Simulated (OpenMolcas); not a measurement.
An atom or ion with 72 electrons was computed by XMS-CASPT2, IPEA 0.25 Eh, imaginary shift 0.1 Eh with spin-orbit coupling (OpenMolcas, ANO-RCC-VTZP, DKH2). The lowest levels that the run gave, each within 12 % of the measured value where one is at hand:

| J | Parity | E (cm-1) | g |
| --- | --- | --- | --- |
| 2 | even | 0.0 | 0.699 |
| 3 | even | 2330 | 1.084 |
| 4 | even | 4490 | 1.244 |
| 0 | even | 5340 |  |
| 2 | even | 5420 | 1.155 |
| 1 | even | 6410 | 1.502 |
| 2 | even | 8850 | 1.314 |
| 4 | even | 11610 | 1.007 |
| 1 | even | 14310 | 0.016 |
| 2 | even | 15040 | 1.003 |
| 3 | even | 16070 | 1.249 |
| 4 | even | 17300 | 1.346 |

Problem. Which ion is it, and what are the configurations and terms?

Solution. Hf (Z = 72, neutral; active space 4 electrons in 6 orbitals (5d 6s)). J, parity and g give the terms where levels are pure, and mixed ones are named by the computed weights; the size of the splittings, set against known spectra of the 72-electron sequence, gives the charge. In order, with the measured energies in cm-1 (NIST Handbook of Basic Atomic Spectroscopic Data): 5d2 6s2 3F2, 5d2 6s2 3F3 (2357), 5d2 6s2 3F4 (4568), 5d2 6s2 3P0 (5522), 5d2 6s2 1D2 [56 %] (5639), 5d2 6s2 3P1 (6573), 5d2 6s2 3P2 [62 %] (8984), 5d2 6s2 1G4 (10533), 5d3 6s 5F1, 5d3 6s 5F2, 5d3 6s 5F3, 5d3 6s 5F4.

CASPT2 breaks the degeneracy within a term, and the mean is taken; among the terms shown or strongly mixed into the levels shown the widest spread is 1400 cm-1 (5d2 6s2 3F). Over all roots computed the reference weight is 0.84 to 0.93; the roots of lowest weight are the least certain, and an intruder state may touch them. Terms from blocks run as CI alone lack orbitals of their own. A single d shell beside an s shell can misplace configurations of different d count against each other. Computed and measured levels are paired by configuration, term and J; levels that our copy of the source lacks, or whose pairing is in doubt (as where it misses far off the trend of its configuration), stay unpaired and out of the deviations. Levels of configurations outside the active space are missing.

A share in square brackets marks a mixed level and gives the weight of the term that names it.
